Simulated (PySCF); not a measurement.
Bonding in `CO[C@H](C)C1CC1`

C6H12O.
Atom-mapped SMILES: `[CH3:1][O:2][C@H:3]([CH3:4])[CH:5]1[CH2:6][CH2:7]1` (hydrogens: H8, H9, H10 on C1; H11 on C3; H12, H13, H14 on C4; H15 on C5; H16, H17 on C6; H18, H19 on C7)

Cartesian coordinates in Å at the GFN2-xTB level; atoms count from 1:
```xyz
19
C6H12O angstrom
C     -1.716   -1.521    0.522
O     -1.725   -0.240   -0.052
C     -0.540    0.510    0.159
C     -0.835    1.928   -0.326
C      0.646   -0.075   -0.587
C      2.032    0.385   -0.252
C      1.605   -1.008    0.090
H     -2.710   -1.934    0.360
H     -0.971   -2.174    0.056
H     -1.515   -1.470    1.600
H     -0.311    0.529    1.240
H      0.035    2.562   -0.182
H     -1.089    1.901   -1.382
H     -1.678    2.338    0.223
H      0.422   -0.265   -1.630
H      2.150    1.090    0.557
H      2.736    0.528   -1.058
H      2.013   -1.830   -0.479
H      1.441   -1.244    1.132
```

Bond orders from the PBE0/pcSseg-1 density (PySCF). Isolated species at its GFN2-xTB geometry (one conformer only).

**Question.** How far do the computed orders between heavy atoms stray from the drawn ones?

**Answer.** The largest departure is 0.088, at O2–C3 (drawn single, 0.912).

**Question.** Set the Mayer orders of the bonds beside their lengths.

**Answer.** 
```json
{"bond": "C1–O2", "drawn as": "single", "length (Å)": "1.403", "Mayer order": "0.939"}
{"bond": "O2–C3", "drawn as": "single", "length (Å)": "1.418", "Mayer order": "0.912"}
{"bond": "C3–C4", "drawn as": "single", "length (Å)": "1.527", "Mayer order": "1.038"}
{"bond": "C3–C5", "drawn as": "single", "length (Å)": "1.518", "Mayer order": "0.988"}
{"bond": "C5–C6", "drawn as": "single", "length (Å)": "1.499", "Mayer order": "0.939"}
{"bond": "C6–C7", "drawn as": "single", "length (Å)": "1.497", "Mayer order": "0.985"}
{"bond": "C7–C5", "drawn as": "single", "length (Å)": "1.500", "Mayer order": "0.947"}
{"bond": "C1–H8", "drawn as": "single", "length (Å)": "1.089", "Mayer order": "0.976"}
{"bond": "C1–H9", "drawn as": "single", "length (Å)": "1.095", "Mayer order": "0.956"}
{"bond": "C1–H10", "drawn as": "single", "length (Å)": "1.098", "Mayer order": "0.957"}
{"bond": "C3–H11", "drawn as": "single", "length (Å)": "1.105", "Mayer order": "0.937"}
{"bond": "C4–H12", "drawn as": "single", "length (Å)": "1.086", "Mayer order": "0.961"}
{"bond": "C4–H13", "drawn as": "single", "length (Å)": "1.086", "Mayer order": "0.961"}
{"bond": "C4–H14", "drawn as": "single", "length (Å)": "1.086", "Mayer order": "0.965"}
{"bond": "C5–H15", "drawn as": "single", "length (Å)": "1.084", "Mayer order": "0.945"}
{"bond": "C6–H16", "drawn as": "single", "length (Å)": "1.080", "Mayer order": "0.953"}
{"bond": "C6–H17", "drawn as": "single", "length (Å)": "1.079", "Mayer order": "0.955"}
{"bond": "C7–H18", "drawn as": "single", "length (Å)": "1.080", "Mayer order": "0.956"}
{"bond": "C7–H19", "drawn as": "single", "length (Å)": "1.080", "Mayer order": "0.955"}
```

Bonds between the same two heavy elements. C–O: lowest O2–C3 (0.912, 1.418 Å), highest C1–O2 (0.939, 1.403 Å). C–C: lowest C5–C6 (0.939, 1.499 Å), highest C3–C4 (1.038, 1.527 Å); in 6 of the 10 pairs the longer bond (by over 0.003 Å) has the higher order (by 0.02 or more).

**Question.** Sum the orders of all bonds at each heavy atom with more than one neighbour and set the sums beside the valence in the SMILES.

**Answer.** C1 3.828 (drawn 4), O2 1.851 (drawn 2), C3 3.875 (drawn 4), C4 3.925 (drawn 4), C5 3.819 (drawn 4), C6 3.832 (drawn 4), C7 3.843 (drawn 4). Orders between atoms that aren't bonded are not in these sums.

For a closed shell the Mayer order of atoms A and B is Σ (PS)μν (PS)νμ over the basis functions μ on A and ν on B, with P the density and S the overlap matrix.
